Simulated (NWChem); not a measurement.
System: YF₃; SMILES [F][Y]([F])[F]

Input file for NWChem:

```
start job
memory heap 200 mb stack 900 mb global 1100 mb
geometry units angstroms noautoz
  Y     -0.033802     0.068260     0.166584
  F     -1.754596    -0.936258     0.372731
  F     -0.071070     1.974693    -0.447172
  F      1.647670    -0.680737     0.956655
end
basis spherical
  Y library def2-svp
  F library def2-svp
end
ecp
  Y library def2-ecp
end
dft
  xc hcth407
  iterations 150
  mulliken
end
task dft energy
```

Parts of the log:

```
             Northwest Computational Chemistry Package (NWChem) 7.3.0
             --------------------------------------------------------

 C3  symmetry detected

                             Geometry "geometry" -> ""
                             -------------------------

 Output coordinates in angstroms (scale by  1.889725989 to convert to a.u.)

  No.       Tag          Charge          X              Y              Z
 ---- ---------------- ---------- -------------- -------------- --------------
    1 Y                   39.0000     0.00000000     0.00000000    -0.05713075
    2 F                    9.0000    -0.26929808     1.98004547     0.08252220
    3 F                    9.0000     1.84941872    -0.75680376     0.08252220
    4 F                    9.0000    -1.58012064    -1.22324171     0.08252220

 Effective nuclear repulsion energy (a.u.)     315.3266937681

      Symmetry information
      --------------------

 Group name             C3
 Group number              5
 Group order               3
 No. of unique centers     2

                                 NWChem DFT Module
                                 -----------------

 Summary of "ao basis" -> "ao basis" (spherical)
 ------------------------------------------------------------------------------
       Tag                 Description            Shells   Functions and Types
 ---------------- ------------------------------  ------  ---------------------
 Y                          def2-svp                11       31   5s3p2d1f
 F                          def2-svp                 6       14   3s2p1d

      Symmetry analysis of basis
      --------------------------

        a          27
        e+         23
        e-         23

  Rotation of axis

            General Information
            -------------------
          SCF calculation type: DFT
          Wavefunction type:  closed shell.
          No. of atoms     :     4
          No. of electrons :    38
           Alpha electrons :    19
            Beta electrons :    19
          Charge           :     0
          Spin multiplicity:     1
          Use of symmetry is: on ; symmetry adaption is: on
          Maximum number of iterations: 150
          AO basis - number of functions:    73
                     number of shells:    29
          Convergence on energy requested:  1.00D-06
          Convergence on density requested:  1.00D-05
          Convergence on gradient requested:  5.00D-04

              XC Information
              --------------
                      HCTH407 Method XC Functional
                      HCTH407  Exchange Functional  1.000
                   HCTH407  Correlation Functional  1.000

             Grid Information
             ----------------
          Grid used for XC integration:  medium
          Radial quadrature: Mura-Knowles
          Angular quadrature: Lebedev.
          Tag              B.-S. Rad. Rad. Pts. Rad. Cut. Ang. Pts.
          ---              ---------- --------- --------- ---------
          Y                   1.80      123          10.0       590
          F                   0.50       49           8.0       434
          Grid pruning is: on
          Number of quadrature shells:   172
          Spatial weights used:  Erf1

      Superposition of Atomic Density Guess
      -------------------------------------

 Sum of atomic energies:        -341.53500957

      Non-variational initial energy
      ------------------------------

 Total energy =    -335.269673
 1-e energy   =    -709.156945
 2-e energy   =     258.275164
 HOMO         =      -0.641682
 LUMO         =      -0.116514

      Symmetry analysis of molecular orbitals - initial
      -------------------------------------------------

  Numbering of irreducible representations:

     1 a           2 e+          3 e-

  Orbital symmetries:

     1 a           2 e+          3 e+          4 a           5 e+
     6 e+          7 a           8 a           9 e+         10 e+
    11 a          12 e+         13 e+         14 e+         15 e+
    16 a          17 a          18 e+         19 e+         20 a
    21 a          22 e+         23 e+         24 e+         25 e+
    26 a          27 e+         28 e+         29 a

     ---------------------------------------------
      Total Density - Mulliken Population Analysis
     ---------------------------------------------

    Atom       Charge   Shell Charges
 -----------   ------   -------------------------------------------------------
    1 Y   11     8.71  -0.64  1.59  1.06  0.10  0.00  5.63  0.44  0.03  0.32  0.08  0.09
    2 F    9     9.76   1.99  1.16  0.80  3.62  2.18  0.00
    3 F    9     9.76   1.99  1.16  0.80  3.62  2.18  0.00
    4 F    9     9.76   1.99  1.16  0.80  3.62  2.18  0.00

[...]
```

Level: HCTH/407/def2-SVP with def2 effective core potentials on Y. All runs use the structure optimised with PBE-D3(BJ)/def2-SVP. Not confirmed as a minimum by frequencies. def2 effective core potentials on Y; no spin-orbit coupling.
